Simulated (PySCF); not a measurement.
C3H4ClNSi.
Atom-mapped SMILES: `[CH:1]#[C:2][Si@H:3]([Cl:4])[N:5]=[CH2:6]` (hydrogens: H7 on C1; H8 on Si3; H9, H10 on C6)

Method: PBE0-D3(BJ)/def2-SVP geometry optimisation, gas phase (PySCF).

**Question.** Give the optimised bond lengths and angles.

**Answer.** 
```csv
bond,length (Å)
C1≡C2,1.217
C2–Si3,1.832
Si3–Cl4,2.058
Si3–N5,1.742
N5=C6,1.263
C1–H7,1.076
Si3–H8,1.480
C6–H9,1.111
C6–H10,1.106
```

A selection of angles:
```csv
angle,degrees
C2–C1–H7,178.9
C1–C2–Si3,176.5
C2–Si3–Cl4,108.2
C2–Si3–N5,112.1
C2–Si3–H8,111.0
Cl4–Si3–N5,107.7
Cl4–Si3–H8,108.8
N5–Si3–H8,109.0
Si3–N5–C6,125.3
N5–C6–H9,124.4
N5–C6–H10,120.1
H9–C6–H10,115.6
```

Torsions: C2–Si3–N5–C6 -1° (synperiplanar).

Of the pairs four or more bonds apart, C2···H9 is among the closest relative to their van der Waals radii: 2.80 Å, 97 % of the sum of Bondi's values. Si3 (chlorine-bound silicon) is tetrahedral (angles from 107.7° to 112.1°).

Point group: C1 (no symmetry element, even within 0.4 Å). PBE0-D3(BJ)/def2-SVP frequencies: not computed here. One conformer, not necessarily the lowest.
